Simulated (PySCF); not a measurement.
## Spinor energies of Gd⁶¹⁺ (gadolinium, charge +61)

Start: [He] 2s1; 2s1/2 filled at m_j = +1/2. Calculated with PySCF 2.14 in an even-tempered Gaussian basis (17 s from 44 bohr⁻², ratio 2.4; 13 p from 57 bohr⁻², ratio 2.4; 5 d from 170 bohr⁻², ratio 2.6; 4 f from 260 bohr⁻², ratio 2.6): generalised Hartree-Fock with the X2C-1e Hamiltonian and a Gaussian nucleus; one run each with spin-orbit coupling (SO) switched off, then screened by Boettger's factors.

| spinor shell | electrons | ε, spin-free (eV) | ε, screened SO (eV) | weight of nominal j (screened SO) | rms radius, screened SO (bohr) |
| --- | --- | --- | --- | --- | --- |
| 1s1/2 | 2 | -57529.8 | -57529.8 | 1.000 | 0.0248 |
| 2s1/2 | 1 | -14240.2 | -14240.2 | 1.000 | 0.0954 |

| quantity | spin-free | screened SO |
| --- | --- | --- |
| E (hartree) | -4824.79452 | -4824.79452 |
| M_J | 1/2 | 1/2 |
| ⟨J²⟩ | 0.750 | 0.750 |
| ⟨L²⟩ | 0.000 | 0.000 |
| ⟨S²⟩ | 0.750 | 0.750 |

Each row is a mean over spinors that exchange with the open shell spreads, by up to 51.894 eV (1s1/2).

Breit and QED terms are absent; they matter most for the inner s and p1/2 levels.

Densities and radii are taken from the X2C orbitals without a picture-change correction, which distorts them close to the nucleus.

Without spin-orbit coupling the j labels of p, d and f shells carry no meaning; the spin-free column gives the mean over the occupied spinors of each nl shell.
